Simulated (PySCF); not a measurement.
C4H10N, SMILES [CH2]CN(C)C, multiplicity 2. Coordinates come from a B3LYP-D3(BJ)/def2-SVP optimisation. The isomer is the one that the SMILES or the coordinates give; other isomers of the formula were not compared. The values are those of a single conformer.

Method: B3LYP-D3(BJ)/def2-SVP (PySCF 2.14.0).

Harmonic wavenumbers (cm⁻¹): 137, 222, 246, 255, 289, 359, 419, 475, 516, 796, 893, 1007, 1069, 1082, 1107, 1121, 1167, 1199, 1307, 1314, 1378, 1426, 1430, 1439, 1454, 1455, 1475, 1479, 1489, 2866, 2896, 2908, 2943, 3057, 3065, 3109, 3119, 3141, 3260. Rotational constants (GHz): 8.203, 3.777, 2.875; symmetry number 1.

Task: Work out the zero-point energy and the ideal-gas rigid-rotor harmonic-oscillator thermochemistry at 298.15 K and 1 atm.

Result: ZPE = ½ Σ hcν = ½ × 58367 cm⁻¹ = 83.44 kcal/mol. H − E(el) = 88.37 kcal/mol. Entropy in cal/(mol K): translation 38.74, rotation 25.69, vibration 14.06, spin 1.38, total 79.88. G − E(el) = 64.56 kcal/mol. Cp = 26.61 cal/(mol K). Modes under 150 cm⁻¹ make the vibrational entropy uncertain.
